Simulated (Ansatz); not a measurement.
A further run on Sn(SH)H3 (SnH₄S).

```yaml
crystal:
  periodic: [false, false, false]
  atoms:
    - {symbol: Sn, position_ang: [0.195739, -0.012728, -0.565327]}
    - {symbol: S, position_ang: [0.276842, 0.021291, 1.860894]}
    - {symbol: H, position_ang: [-1.071179, 0.051284, 1.986614]}
    - {symbol: H, position_ang: [1.840060, -0.017143, -1.050160]}
    - {symbol: H, position_ang: [-0.623374, 1.388401, -1.133895]}
    - {symbol: H, position_ang: [-0.618089, -1.431105, -1.098116]}
basis:
  gaussian: {orbitals: STO-3G}
hamiltonian: {xc: {name: HF}}
correlation: {method: ccsdt}
```

```sh
$ ansatz run in.yaml --threads 4 --pin off --events-out ev --progress --plain --max-ram 3916MiB
```

Output, abridged:

```
Functional definition: HF
750 factors; integrals over basis functions are off by at most 6.6e-8 eV
mean field evaluation 1: about -173031.5140 eV, gradient 1.2e1 eV
mean field evaluation 2: about -173031.4991 eV, gradient 1.2e1 eV
mean field evaluation 4: about -173032.3217 eV, gradient 4.9e-1 eV
mean field evaluation 8: about -173032.3229 eV, gradient 3.2e-5 eV
mean field evaluation 16: about -173032.3229 eV, gradient 2.8e-2 eV
mean field -173032.32292689 eV, -6358.8205820422 hartree, gradient 6.2e-7 eV, S^2 0.000000; 1 other end points of the search recorded, 0 dependent functions left out
23 core orbitals not correlated: weight in the atoms' cores, before any rotation towards them, 1.000 or more for the frozen orbitals, at most 0.000 for the correlated occupied ones
reference -173032.32292689 eV, -6358.8205820422 hartree; 12, 12 occupied and 5, 5 virtual orbitals, 750 factors
second order -1.65639218 eV of doubles, -0.00000000 eV of singles
cycle   1  -2.15696750 eV  change   -5.0e-1 eV  update   6.6e-2
cycle   2  -2.45426703 eV  change   -3.0e-1 eV  update   2.6e-2
cycle   3  -2.46835657 eV  change   -1.4e-2 eV  update   5.2e-3
cycle   4  -2.47164201 eV  change   -3.3e-3 eV  update   2.1e-3
cycle   5  -2.47213396 eV  change   -4.9e-4 eV  update   6.0e-4
cycle   6  -2.47207642 eV  change    5.8e-5 eV  update   1.9e-4
cycle   7  -2.47201503 eV  change    6.1e-5 eV  update   5.3e-5
cycle   8  -2.47200500 eV  change    1.0e-5 eV  update   1.8e-5
cycle   9  -2.47201491 eV  change   -9.9e-6 eV  update   4.0e-6
cycle  10  -2.47201451 eV  change    4.0e-7 eV  update   1.5e-6
Total energy: -173034.79494139 eV, -6358.9114268997 hartree
```

Hardware: 4 threads of Arm Neoverse V1 on a shared host. Wall time 0.4 s.

Correlated methods freeze 23 core orbitals; core or outer-core shells of Sn are correlated, in sets that lack core-valence functions.
